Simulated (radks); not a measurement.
Results of a calculation; reference values are marked as such.
Ionisation of the selenium ion Se3+, [Ar] 3d10 4s2 4p1, to [Ar] 3d10 4s2 as the strength of local exchange is varied. Level of theory: scalar-relativistic Kohn-Sham, Slater X-alpha exchange (alpha = 2/3 is LDA exchange), no correlation, spin-polarised, spherical densities, point nucleus; open shells are filled with parallel spins first (a radial shooting solver on a logarithmic mesh with Libxc functionals).

alpha  E(Se3+) (hartree)  exchange (hartree)  IE (eV)  -e of the level emptied (eV)  <r> of it (bohr)
0.602        -2413.76689           -72.56008   40.616                   35.097 (4p)             1.908
0.64         -2418.35597           -77.27870   41.181                   35.669 (4p)             1.895
0.667        -2421.62164           -80.64135   41.586                   36.078 (4p)             1.886
0.83         -2441.42476          -101.11731   44.068                   38.599 (4p)             1.835
0.862        -2445.33024          -105.17245   44.564                   39.104 (4p)             1.825
0.964        -2457.81782          -118.17548   46.163                   40.734 (4p)             1.795

NIST Atomic Spectra Database: 42.947 eV (measured). The Delta-SCF value meets it near alpha = 0.76. Open shells are spherical and high-spin; term and fine-structure splittings are not resolved.
